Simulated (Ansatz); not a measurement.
Two members of one family (BnFm), computed with Ansatz in the gas phase. The two geometries come from different levels. Binding counts from free atoms in the multiplicity of their measured ground term, without zero-point energy. The structures are stationary points that may keep the symmetry of their start. Remarks come from the PBE and PBE0 runs and from stability tests at other levels; not every state was tested.

First: B2F4 (singlet, charge 0, PBE0-D4/def2-SVP geometry).

```xyz
6

B     0.373   -0.118    0.769
B    -0.373    0.117   -0.769
F     0.698   -1.318    1.201
F    -1.249   -0.742   -1.249
F     0.645    0.897    1.565
F    -0.094    1.164   -1.518
```

```json
{"level": "PBE-D4/def2-SVP", "HOMO (eV)": "-8.10", "LUMO (eV)": "-2.77", "gap (eV)": "5.33", "binding per atom (eV)": "5.37"}
{"level": "revPBE-D4/def2-TZVP", "HOMO (eV)": "-8.28", "LUMO (eV)": "-2.89", "gap (eV)": "5.39", "binding per atom (eV)": "5.03"}
{"level": "r2SCAN-D4/def2-TZVP", "HOMO (eV)": "-8.75", "LUMO (eV)": "-2.78", "gap (eV)": "5.97", "binding per atom (eV)": "5.10"}
{"level": "PBE0-D4/def2-SVP", "HOMO (eV)": "-9.91", "LUMO (eV)": "-1.88", "gap (eV)": "8.02", "binding per atom (eV)": "5.16"}
{"level": "PBE0-D4/def2-TZVPD", "HOMO (eV)": "-10.11", "LUMO (eV)": "-2.12", "gap (eV)": "7.98", "binding per atom (eV)": "5.04"}
```

Second: B4F2 (singlet, charge 0, PBE-D4/def2-SVP geometry).

```xyz
6

B    -1.205    0.427    0.650
B     0.287   -0.499    0.577
B    -0.288    0.499   -0.577
B     1.205   -0.427   -0.650
F     2.126   -0.517   -1.585
F    -2.126    0.517    1.585
```

Task: Estimate the same table for the second.

Result: 
```json
{"level": "PBE-D4/def2-SVP", "HOMO (eV)": "-5.95", "LUMO (eV)": "-4.76", "gap (eV)": "1.19", "binding per atom (eV)": "4.87"}
{"level": "revPBE-D4/def2-TZVP", "HOMO (eV)": "-5.95", "LUMO (eV)": "-4.73", "gap (eV)": "1.21", "binding per atom (eV)": "4.56"}
{"level": "r2SCAN-D4/def2-TZVP", "HOMO (eV)": "-6.19", "LUMO (eV)": "-4.74", "gap (eV)": "1.45", "binding per atom (eV)": "4.61"}
{"level": "PBE0-D4/def2-SVP", "HOMO (eV)": "-7.20", "LUMO (eV)": "-3.99", "gap (eV)": "3.21", "binding per atom (eV)": "4.67"}
{"level": "PBE0-D4/def2-TZVPD", "HOMO (eV)": "-7.20", "LUMO (eV)": "-4.01", "gap (eV)": "3.19", "binding per atom (eV)": "4.57"}
```

Remarks: restricted SCF unstable in HF.
